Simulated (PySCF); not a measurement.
Electron correlation in Mg³⁺ (magnesium, charge +3)

Starting occupation: [He] 2s2 2p5, 2p1/2 with m_j = -1/2, +1/2, 2p3/2 with m_j = -1/2, +1/2, +3/2. Calculation: PySCF 2.14, in an even-tempered Gaussian basis (19 s from 0.21 bohr⁻², ratio 2.4; 12 p from 0.27 bohr⁻², ratio 2.4; 6 d from 3 bohr⁻², ratio 2.6; 5 f from 4.5 bohr⁻², ratio 2.6); X2C-1e with screened-nucleus spin-orbit coupling, Gaussian nucleus. Frozen: nothing; 9 electrons correlated; the 30 highest virtual spinors left out.

MP2 pair energies summed by pair of shells (mhartree):

```csv
pair,energy,share (%)
2p-2p,-132.32,45.8
2p-2s,-75.95,26.3
1s-1s,-39.08,13.5
1s-2p,-24.12,8.3
2s-2s,-11.03,3.8
1s-2s,-6.58,2.3
```

Total MP2 correlation energy: -289.09 mhartree.

The GHF reference relaxed away from the jj start to a determinant that is no pure jj level (⟨S²⟩ = 0.75, ⟨J²⟩ = 3.75); the energies belong to that determinant.
